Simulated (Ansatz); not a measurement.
Two members of one family (BCl3 adduct), computed with Ansatz in the gas phase. The two geometries come from different levels. Binding counts from free atoms in the multiplicity of their measured ground term, without zero-point energy. A dash marks a value that wasn't run or was left out as unsound. The structures are stationary points that may keep the symmetry of their start. Remarks come from the PBE and PBE0 runs and from stability tests at other levels; not every state was tested. HOMO above LUMO (over both spins in singlets and doublets, within one spin in higher multiplets; at PBE or PBE0), or a gap under 0.15 eV within one spin, warns that the state may not be the lowest or that an electron is smeared out.

First: B(OPMe3)Cl3 (singlet, charge 0, r2SCAN-D4/def2-SVP geometry).

```xyz
18

B     0.181   -2.243   -0.927
O    -0.673   -1.125   -0.389
P    -0.209    0.274    0.136
C     0.143    0.206    1.899
C    -1.618    1.357   -0.126
C     1.209    0.961   -0.727
H     0.377    1.208    2.290
H     0.992   -0.476    2.047
H    -0.736   -0.203    2.418
H    -2.496    0.922    0.375
H    -1.424    2.364    0.270
H    -1.821    1.413   -1.205
H     2.080    0.316   -0.539
H     1.004    0.955   -1.808
H     1.398    1.984   -0.368
Cl   -0.804   -3.770   -0.835
Cl    1.731   -2.348    0.155
Cl    0.666   -1.795   -2.665
```

```tsv
level	HOMO (eV)	LUMO (eV)	gap (eV)	vertical IE (eV)	binding per atom (eV)
PBE-D4/def2-SVP	-5.62	-0.56	5.07	–	4.01
PBE-D4/def2-TZVP	-5.98	-0.91	5.07	8.84	4.00
r2SCAN-D4/def2-TZVP	-6.32	-0.55	5.77	–	3.94
PBE0-D4/def2-SVP	-7.07	0.38	7.46	–	3.96
PBE0-D4/def2-TZVP	-7.36	0.01	7.37	9.34	3.94
```

Remarks: gap within one spin near zero at PBE or PBE0 (+1 doublet).

Second: B(NH2tBu)Cl3 (singlet, charge 0, PBE-D4/def2-SVP geometry).

Cartesian coordinates in Å:
```
B 1.605 0.317 -1.675
N 0.420 0.763 -0.619
C -0.362 -0.087 0.383
C -1.348 0.880 1.060
C -1.126 -1.191 -0.354
C 0.595 -0.677 1.424
H 0.859 1.543 -0.099
H -0.266 1.233 -1.237
H -0.818 1.699 1.590
H -1.957 0.337 1.809
H -2.047 1.331 0.325
H -1.782 -0.777 -1.146
H -0.440 -1.914 -0.829
H -1.766 -1.728 0.374
H 1.300 -1.395 0.968
H 1.191 0.112 1.925
H 0.000 -1.200 2.198
Cl 1.991 1.962 -2.457
Cl 0.910 -0.866 -2.897
Cl 3.040 -0.343 -0.741
```

Estimate how these quantities change from the first to the second (second minus first).


```csv
level,Δ HOMO (eV),Δ LUMO (eV),Δ gap (eV),Δ vertical IE (eV),Δ binding per atom (eV)
PBE-D4/def2-SVP,-0.53,0.12,0.65,–,0.08
PBE-D4/def2-TZVP,-0.49,0.03,0.51,0.48,0.04
r2SCAN-D4/def2-TZVP,-0.49,0.17,0.67,–,0.02
PBE0-D4/def2-SVP,-0.54,0.03,0.57,–,0.08
PBE0-D4/def2-TZVP,-0.50,-0.08,0.42,0.50,0.04
```

Remarks: gap within one spin near zero at PBE or PBE0 (+1 doublet).
